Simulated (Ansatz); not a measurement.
Born–Oppenheimer molecular dynamics of FH₃Sb (5 atoms, charge -1, multiplicity 1). It starts from a relaxed structure.

Method: Ansatz 0.2.0, RKS B3LYP-D4/def2-mTZVP.

* ensemble: NVT, Nosé–Hoover chain
* time step: 3 fs
* steps asked: 40
* set temperature: 500 K
* thermostat: time constant 100 fs, chain length 3 (defaults)
* seed: 554607

First frame:

```xyz
5
Properties=species:S:1:pos:R:3
F 0.536 1.445 -1.493
Sb -0.552 0.209 -0.006
H 0.799 0.549 1.020
H 0.185 -1.127 -0.823
H -0.969 -1.076 1.302
```

**Question.** How far do the bonds stretch over the last three quarters of this one trajectory? (Pairs bonded in most of those frames.)

**Answer.** 
```csv
bond,mean (Å),spread (Å),shortest,longest
F1–Sb2,2.229,0.039,2.17,2.28
Sb2–H3,1.741,0.044,1.67,1.82
Sb2–H4,1.740,0.098,1.61,1.86
Sb2–H5,1.888,0.016,1.86,1.92
```

Mean temperature of the second half: 301 K. The conserved energy wandered by up to 9.1 meV per atom (net 7.7 meV per atom), which is poor conservation. The mean temperature of the second half is 40 % below the set value. A step of 3 fs is long for free X–H stretches (periods near 10 fs) and can bias their spread and the temperature. A run of 0.12 ps of so small a system gives no equilibrium averages. Limits of this set-up: an anion without diffuse functions, the dipole of an ion depends on the origin.

The run took 87 s on 1 thread of Arm Neoverse V1, on a shared host, peak memory 0.12 GiB.
